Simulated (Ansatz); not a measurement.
AlClFH$_{3}$O$_{4}$Si (`O[Si](O)(O)[O][Al]([F])[Cl]`). Charge 0, multiplicity 1. All single points use the PBE0-D4/def2-TZVP geometry. It is one conformer, not always the lowest.

```xyz
11

O    -1.210    1.580   -0.427
Si   -0.064    0.450   -0.670
O     1.159    1.214   -1.437
O    -0.723   -0.784   -1.507
O     0.487   -0.229    0.690
Al    0.329   -1.276    1.977
F     1.671   -2.000    2.569
Cl   -1.484   -1.654    2.899
H    -0.909    2.487   -0.354
H     2.006    0.769   -1.473
H    -1.262   -0.557   -2.266
```

(1) What is the dipole moment at PBE/def2-TZVPP? (Best estimate.)

(2) And with r2SCAN, B3LYP, ωB97M-V? (Estimate.)

(3) Give the Mulliken charges with PBE, B3LYP, ωB97M-V in def2-TZVPP. (Best estimate.)

Results:

(1) Computed: 2.11 D, with components (0.56, 1.37, -1.51) D in this frame, pointing from negative to positive charge.

(2) Ansatz gave: r2SCAN 2.18 D, B3LYP 2.15 D, ωB97M-V 2.15 D.

(3) Computed: 
```tsv
atom	PBE	B3LYP	ωB97M-V
O1	-0.35	-0.40	-0.38
Si2	0.56	0.73	0.71
O3	-0.35	-0.39	-0.38
O4	-0.35	-0.39	-0.38
O5	-0.23	-0.31	-0.31
Al6	0.63	0.74	0.71
F7	-0.30	-0.34	-0.33
Cl8	-0.20	-0.23	-0.20
H9	0.20	0.20	0.19
H10	0.19	0.19	0.18
H11	0.20	0.20	0.19
```

B3LYP here is the variant with VWN-RPA as its local correlation; programs differ in this.
